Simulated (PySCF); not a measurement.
B(AsH2)2(H) (As₂BH₅), SMILES [AsH2]B[AsH2]. Geometry: B3LYP-D3(BJ)/def2-SVP. This is a generated structure with no PubChem entry under its InChIKey; it may be hypothetical.

Problem. Give the equilibrium geometry at B3LYP-D3(BJ)/def2-SVP (PySCF confirms it by a frequency run) as a Z-matrix, and its point group. (Estimate from the structure and the level; the computed values follow.)

Solution. point group C2.
```
B
H 1 1.2044
As 1 2.0084 2 118.19
H 3 1.5238 1 98.91 2 -148.09
H 3 1.5241 4 96.16 1 -99.42
As 1 2.0084 2 118.19 3 -180.00
H 6 1.5238 1 98.91 2 -148.09
H 6 1.5241 7 96.16 1 -99.42
```
Charge 0, spin multiplicity 1.
